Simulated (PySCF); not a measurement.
C₃H₄O, SMILES C1C(=O)C1.

The structure is a stationary point at B3LYP-D3(BJ)/def2-SVP.

Computed with TDA-PBE/def2-SVPD (PySCF).

Vertical excitations. Gas-phase values at a fixed geometry. State labels are in the subgroup C2v.

Estimate the UV-visible absorptions. (An estimate is asked for; the answer gives what the named calculation found.)


```csv
state,symmetry,energy (eV),λ (nm),f,main pairs
S1,A2,3.62,343,0.000,HOMO→LUMO 100 %
S2,B2,5.63,220,0.022,HOMO→LUMO+1 100 %
S3,B1,6.09,204,0.001,HOMO−1→LUMO 100 %
S4,A1,6.32,196,0.000,HOMO→LUMO+2 99 %
S5,B2,6.91,179,0.000,HOMO→LUMO+3 99 %
S6,A2,7.28,170,0.000,HOMO→LUMO+4 100 %
S7,B2,7.72,161,0.038,HOMO−3→LUMO 90 %
S8,B2,7.97,155,0.036,HOMO→LUMO+6 93 %
S9,A1,7.98,155,0.065,HOMO→LUMO+5 89 %
S10,A2,8.28,150,0.000,HOMO−4→LUMO 99 %
T1,A2,3.01,411,0,HOMO→LUMO 100 %
T2,B2,5.50,226,0,HOMO→LUMO+1 100 %
T3,B1,5.82,213,0,HOMO−1→LUMO 100 %
T4,A1,6.10,203,0,"HOMO−2→LUMO 75 %, HOMO→LUMO+2 23 %"
```
Triplets are in the Tamm–Dancoff approximation.
